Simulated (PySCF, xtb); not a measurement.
germylmethylgermane (CH8Ge2), SMILES [GeH3][CH2][GeH3].

GFN2-xTB (xtb) at its own geometry gives an orbital gap of 7.78 eV and a dipole moment of 0.76 D.

Coordinates come from a TPSSh-D3(BJ)/def2-SVP optimisation.

**Question.** What does CAM-B3LYP/def2-TZVP (PySCF) give? (The exact figures need the calculation; the answer reports its results.)

**Answer.** gap 11.03 eV (levels -9.77 and 1.26 eV), dipole 0.70 D.
